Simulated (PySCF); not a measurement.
```xyz
3
charge -1 multiplicity 3, angstrom
Re    0.0000    0.0000   -0.0999
O     1.5904    0.0000    0.5848
O    -1.5904    0.0000    0.5848
```

All numbers come from UPBE0 in PySCF with Re def2-SVPD with ECP60, O def2-SVPD; scalar-relativistic core potentials, no spin–orbit coupling; density-fitted integrals.

This geometry of ReO₂⁻ is a stationary point at this level.

(1) What is the point group?

(2) Is it a minimum?

(3) List the harmonic modes with their infrared intensities.

(4) Give the ideal-gas entropy at 298.15 K and 1 bar by parts.

## Answers

(1) C2v.

(2) Yes: all harmonic wavenumbers are real.

(3) 
```
symmetry  ω (cm⁻¹)  IR (km/mol)
      a1       233          2.7
      b2       908          381
      a1       982         65.9
```

(4) translation 176.1, rotation 90.5, vibration 8.8, spin 9.1; total 284.4 J/(mol K).

Only a few start shapes were tried, so a lower isomer may exist. Other spin states or occupations of the open shell can lie lower. The lowest empty level of this anion is unbound, so it and the gap depend on the basis. Spin–orbit coupling, left out here, can matter for elements this heavy.
